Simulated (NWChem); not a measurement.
System: tert-butyl chloride (C$_{4}$H$_{9}$Cl); SMILES CC(C)(C)Cl

Output (shortened):

```
             Northwest Computational Chemistry Package (NWChem) 7.3.0
             --------------------------------------------------------

 C3  symmetry detected

                             Geometry "geometry" -> ""
                             -------------------------

 Output coordinates in angstroms (scale by  1.889725989 to convert to a.u.)

  No.       Tag          Charge          X              Y              Z
 ---- ---------------- ---------- -------------- -------------- --------------
    1 C                    6.0000     0.28872974     1.42430002    -0.80633954
    2 C                    6.0000     0.00000000     0.00000000    -0.36017354
    3 C                    6.0000     1.08911513    -0.96219730    -0.80633954
    4 C                    6.0000    -1.37784487    -0.46210272    -0.80633954
    5 Cl                  17.0000     0.00000000    -0.00000000     1.47086046
    6 H                    1.0000     0.29830523     1.47483204    -1.90751354
    7 H                    1.0000    -0.48008992     2.11639457    -0.43396154
    8 H                    1.0000     1.26701624     1.76176161    -0.43501654
    9 H                    1.0000     2.07289642    -0.64242722    -0.43396154
   10 H                    1.0000     0.89222219    -1.97814906    -0.43501654
   11 H                    1.0000     1.12808940    -0.99575592    -1.90751354
   12 H                    1.0000    -1.42639462    -0.47907611    -1.90751354
   13 H                    1.0000    -2.15923843     0.21638745    -0.43501654
   14 H                    1.0000    -1.59280650    -1.47396735    -0.43396154

 Effective nuclear repulsion energy (a.u.)     241.0553994828

      Symmetry information
      --------------------

 Group name             C3
 Group number              5
 Group order               3
 No. of unique centers     6

                                 NWChem DFT Module
                                 -----------------

 Summary of "ao basis" -> "ao basis" (spherical)
 ------------------------------------------------------------------------------
       Tag                 Description            Shells   Functions and Types
 ---------------- ------------------------------  ------  ---------------------
 C                          def2-svp                 6       14   3s2p1d
 Cl                         def2-svp                 8       18   4s3p1d
 H                          def2-svp                 3        5   2s1p

      Symmetry analysis of basis
      --------------------------

        a          43
        e+         38
        e-         38

  Rotation of axis

            General Information
            -------------------
          SCF calculation type: DFT
          Wavefunction type:  closed shell.
          No. of atoms     :    14
          No. of electrons :    50
           Alpha electrons :    25
            Beta electrons :    25
          Charge           :     0
          Spin multiplicity:     1
          Use of symmetry is: on ; symmetry adaption is: on
          Maximum number of iterations: 150
          AO basis - number of functions:   119
                     number of shells:    59
          Convergence on energy requested:  1.00D-06
          Convergence on density requested:  1.00D-05
          Convergence on gradient requested:  5.00D-04

              XC Information
              --------------
                         B3LYP Method XC Potential
                     Hartree-Fock (Exact) Exchange  0.200
                        Slater Exchange Functional  0.800 local
                    Becke 1988 Exchange Functional  0.720 non-local
              Lee-Yang-Parr Correlation Functional  0.810
                  VWN I RPA Correlation Functional  0.190 local

             Grid Information
             ----------------
          Grid used for XC integration:  medium
          Radial quadrature: Mura-Knowles
          Angular quadrature: Lebedev.
          Tag              B.-S. Rad. Rad. Pts. Rad. Cut. Ang. Pts.
          ---              ---------- --------- --------- ---------
          C                   0.70       49          10.0       434
          Cl                  1.00       88          10.0       590
          H                   0.35       45          11.0       434
          Grid pruning is: on
          Number of quadrature shells:   321
          Spatial weights used:  Erf1

      Superposition of Atomic Density Guess
      -------------------------------------

 Sum of atomic energies:        -614.31627238

      Non-variational initial energy
      ------------------------------

 Total energy =    -617.444014
 1-e energy   =   -1319.889849
 2-e energy   =     461.390435
 HOMO         =      -0.375474
 LUMO         =       0.065249

      Symmetry analysis of molecular orbitals - initial
      -------------------------------------------------

  Numbering of irreducible representations:

     1 a           2 e+          3 e-

  Orbital symmetries:

     1 a           2 a           3 e+          4 e+          5 a
     6 a           7 a           8 e+          9 e+         10 a
    11 e+         12 e+         13 a          14 a          15 a
    16 e+         17 e+         18 e+         19 e+         20 a
    21 a          22 e+         23 e+         24 e+         25 e+
    26 a          27 a          28 e+         29 e+         30 e+
    31 e+         32 a          33 e+         34 e+         35 a

     ---------------------------------------------
      Total Density - Mulliken Population Analysis
     ---------------------------------------------

    Atom       Charge   Shell Charges
 -----------   ------   -------------------------------------------------------
    1 C    6     6.19   1.99  0.97  0.17  2.06  0.98  0.02
    2 C    6     6.05   1.99  0.92  0.39  1.65  1.04  0.06
    3 C    6     6.19   1.99  0.97  0.17  2.06  0.98  0.02
    4 C    6     6.19   1.99  0.97  0.17  2.06  0.98  0.02
    5 Cl  17    17.29   2.00  1.99  1.23  0.71  5.94  2.15  3.26  0.02
    6 H    1     0.90   0.67  0.21  0.02
    7 H    1     0.90   0.67  0.21  0.02
    8 H    1     0.90   0.67  0.21  0.02
    9 H    1     0.90   0.67  0.21  0.02
   10 H    1     0.90   0.67  0.21  0.02
   11 H    1     0.90   0.67  0.21  0.02
   12 H    1     0.90   0.67  0.21  0.02
   13 H    1     0.90   0.67  0.21  0.02
   14 H    1     0.90   0.67  0.21  0.02

   convergence    iter        energy       DeltaE   RMS-Dens  Diis-err
 ---------------- ----- ----------------- --------- --------- ---------
 d= 0,ls=0.0,diis     1   -617.7506594015 -8.59D+02  8.50D-03  5.27D-01
 d= 0,ls=0.0,diis     2   -617.7622613793 -1.16D-02  5.52D-03  4.24D-01
 d= 0,ls=0.0,diis     3   -617.8053888704 -4.31D-02  1.76D-03  6.60D-02
 d= 0,ls=0.0,diis     4   -617.8136206732 -8.23D-03  2.71D-04  1.48D-03
 d= 0,ls=0.0,diis     5   -617.8137945512 -1.74D-04  6.89D-05  1.06D-04
  Resetting Diis
 d= 0,ls=0.0,diis     6   -617.8138085936 -1.40D-05  1.44D-05  1.34D-06
 d= 0,ls=0.0,diis     7   -617.8138087822 -1.89D-07  5.36D-06  7.93D-08

         Total DFT energy =     -617.813808782222
      One electron energy =    -1324.962565659796
           Coulomb energy =      519.410428744414
    Exchange-Corr. energy =      -53.317071349625
 Nuclear repulsion energy =      241.055399482785

 Numeric. integr. density =       50.000009328373

                  Occupations of the irreducible representations
                  ----------------------------------------------

                     irrep           alpha         beta
                     --------     --------     --------
                     a                11.0         11.0
                     e+               14.0         14.0
                     e-                0.0          0.0

                       DFT Final Molecular Orbital Analysis
                       ------------------------------------

 Vector   23  Occ=2.000000D+00  E=-3.481939D-01  Symmetry=a
              MO Center=  5.1D-15,  3.4D-15,  6.6D-02, r^2= 3.9D+00
   Bfn.  Coefficient  Atom+Function         Bfn.  Coefficient  Atom+Function
  ----- ------------  ---------------      ----- ------------  ---------------
    69      0.404881   5 Cl pz               66      0.337175   5 Cl pz
    20     -0.273079   2 C  pz               63      0.193809   5 Cl pz
    75     -0.164120   6 H  s               100     -0.164120  11 H  s
   105     -0.164120  12 H  s                 6      0.160335   1 C  pz
    34      0.160335   3 C  pz               48      0.160335   4 C  pz

 Vector   24  Occ=2.000000D+00  E=-2.826769D-01  Symmetry=e+
              MO Center=  5.2D-02,  2.4D-02,  1.2D+00, r^2= 1.9D+00
   Bfn.  Coefficient  Atom+Function         Bfn.  Coefficient  Atom+Function
  ----- ------------  ---------------      ----- ------------  ---------------
    68      0.606940   5 Cl py               65      0.440816   5 Cl py
    62      0.256204   5 Cl py               67     -0.168278   5 Cl px
    19     -0.133740   2 C  py                3     -0.123108   1 C  s
    64     -0.122222   5 Cl px               31      0.115698   3 C  s
     6     -0.095847   1 C  pz                5      0.094617   1 C  py

 Vector   25  Occ=2.000000D+00  E=-2.826769D-01  Symmetry=e+
              MO Center= -5.2D-02, -2.4D-02,  1.2D+00, r^2= 1.9D+00
   Bfn.  Coefficient  Atom+Function         Bfn.  Coefficient  Atom+Function
  ----- ------------  ---------------      ----- ------------  ---------------
    67      0.606940   5 Cl px               64      0.440816   5 Cl px
    61      0.256204   5 Cl px               68      0.168278   5 Cl py
    45      0.137874   4 C  s                18     -0.133740   2 C  px
    65      0.122222   5 Cl py               48      0.107361   4 C  pz
    46      0.102660   4 C  px              105     -0.093499  12 H  s

 Vector   26  Occ=0.000000D+00  E= 3.304336D-02  Symmetry=a
              MO Center= -1.7D-14,  1.6D-14,  2.5D-01, r^2= 4.2D+00
   Bfn.  Coefficient  Atom+Function         Bfn.  Coefficient  Atom+Function
  ----- ------------  ---------------      ----- ------------  ---------------
    17      0.911020   2 C  s                69      0.744533   5 Cl pz
    23      0.643359   2 C  pz               60     -0.567081   5 Cl s
    20      0.431572   2 C  pz               81     -0.397818   7 H  s
    86     -0.397435   8 H  s                91     -0.397818   9 H  s
    96     -0.397435  10 H  s               111     -0.397435  13 H  s

 Vector   27  Occ=0.000000D+00  E= 4.852869D-02  Symmetry=a
              MO Center= -5.2D-16, -8.1D-16, -1.5D+00, r^2= 6.4D+00
   Bfn.  Coefficient  Atom+Function         Bfn.  Coefficient  Atom+Function
  ----- ------------  ---------------      ----- ------------  ---------------
     3      1.190238   1 C  s                31      1.190238   3 C  s
    45      1.190238   4 C  s                76     -0.841609   6 H  s
   101     -0.841609  11 H  s               106     -0.841609  12 H  s
    81     -0.428521   7 H  s                86     -0.428808   8 H  s
    91     -0.428521   9 H  s                96     -0.428808  10 H  s

 Vector   28  Occ=0.000000D+00  E= 1.072953D-01  Symmetry=e+
              MO Center=  8.0D-02, -1.2D-01, -6.3D-01, r^2= 8.5D+00
   Bfn.  Coefficient  Atom+Function         Bfn.  Coefficient  Atom+Function
  ----- ------------  ---------------      ----- ------------  ---------------
     3      1.897058   1 C  s                45     -1.624519   4 C  s
   116      1.148034  14 H  s                86     -1.117089   8 H  s
    96      0.791407  10 H  s                76     -0.766771   6 H  s
   106      0.656786  12 H  s                81     -0.604197   7 H  s
    91     -0.543837   9 H  s                36      0.443274   3 C  py

     ---------------------------------------------
      Total Density - Mulliken Population Analysis
     ---------------------------------------------

    Atom       Charge   Shell Charges
 -----------   ------   -------------------------------------------------------
    1 C    6     5.89   1.98  0.91  0.07  2.13  0.77  0.03
    2 C    6     6.29   1.99  0.95  0.34  2.03  0.93  0.06
    3 C    6     5.89   1.98  0.91  0.07  2.13  0.77  0.03
    4 C    6     5.89   1.98  0.91  0.07  2.13  0.77  0.03
    5 Cl  17    17.16   2.00  1.98  1.26  0.71  5.93  2.16  3.09  0.03
    6 H    1     0.99   0.75  0.22  0.02
    7 H    1     0.98   0.74  0.22  0.02
    8 H    1     0.98   0.74  0.22  0.02
    9 H    1     0.98   0.74  0.22  0.02
   10 H    1     0.98   0.74  0.22  0.02
   11 H    1     0.99   0.75  0.22  0.02
   12 H    1     0.99   0.75  0.22  0.02
   13 H    1     0.98   0.74  0.22  0.02
   14 H    1     0.98   0.74  0.22  0.02

     -------------------------------------------
      Total Density - Lowdin Population Analysis
     -------------------------------------------

    Atom       Charge   Shell Charges
 -----------   ------   -------------------------------------------------------
    1 C    6     6.05   1.96  0.58  0.30  1.91  1.23  0.07
    2 C    6     6.09   1.96  0.64  0.31  1.89  1.16  0.13
    3 C    6     6.05   1.96  0.58  0.30  1.91  1.23  0.07
    4 C    6     6.05   1.96  0.58  0.30  1.91  1.23  0.07
    5 Cl  17    16.98   2.00  1.96  1.05  0.80  5.82  2.28  3.05  0.03
    6 H    1     0.97   0.64  0.27  0.06
    7 H    1     0.97   0.64  0.27  0.06
    8 H    1     0.97   0.64  0.27  0.06
    9 H    1     0.97   0.64  0.27  0.06
   10 H    1     0.97   0.64  0.27  0.06
   11 H    1     0.97   0.64  0.27  0.06
   12 H    1     0.97   0.64  0.27  0.06
   13 H    1     0.97   0.64  0.27  0.06
   14 H    1     0.97   0.64  0.27  0.06

     Multipole analysis of the density
     ---------------------------------

     L   x y z        total         alpha         beta         nuclear
     -   - - -        -----         -----         ----         -------
     0   0 0 0     -0.000000    -25.000000    -25.000000     50.000000

     1   1 0 0      0.000000      0.000000      0.000000      0.000000
     1   0 1 0      0.000000      0.000000      0.000000      0.000000
     1   0 0 1     -0.772507     -0.386253     -0.386253      0.000000

     2   2 0 0    -29.080119    -79.769569    -79.769569    130.459020
     2   1 1 0      0.000000      0.000000      0.000000     -0.000000
     2   1 0 1     -0.000000     -0.000000     -0.000000      0.000000
     2   0 2 0    -29.080119    -79.769569    -79.769569    130.459020
     2   0 1 1     -0.000000     -0.000000     -0.000000      0.000000
     2   0 0 2    -30.333676   -124.635101   -124.635101    218.936526
```

Level: B3LYP/def2-SVP. Geometry: optimised at PBE0/def2-SVP.

Task: Which NWChem input produces such a log?

Result: Several could match; the one computed here: the input that was run:
```
start job
memory heap 200 mb stack 900 mb global 1100 mb
geometry units angstroms noautoz
  C     -0.305712     1.420752    -0.802521
  C      0.000000     0.000000    -0.356355
  C      1.383263    -0.445622    -0.802521
  C     -1.077551    -0.975130    -0.802521
  Cl     0.000000     0.000000     1.474679
  H     -0.317170     1.470890    -1.903695
  H     -1.287326     1.747113    -0.430143
  H      0.455614     2.121686    -0.431198
  H      2.156707     0.241301    -0.430143
  H      1.609627    -1.455416    -0.431198
  H      1.432414    -0.460768    -1.903695
  H     -1.115243    -1.010123    -1.903695
  H     -2.065240    -0.666270    -0.431198
  H     -0.869381    -1.988414    -0.430143
end
basis spherical
  * library def2-svp
end
dft
  xc b3lyp
  iterations 150
  mulliken
end
task dft energy
```
